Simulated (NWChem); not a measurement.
# GeNH5; SMILES [NH2][GeH3]

All runs: NWChem. The geometry was optimised at PBE-D3(BJ)/def2-SVP. Level: PBE0/def2-SVPD; rows give the wavelength of the field.

| field | isotropic polarisability (bohr³) | anisotropy (bohr³) |
|---|---|---|
| static | 43.0 | 5.6 |
| 1065 nm | … | 5.6 |
| 589 nm | 44.4 | 5.9 |

Q: What belongs in the gaps?

A: 
- 1065 nm, isotropic polarisability (bohr³): 43.4
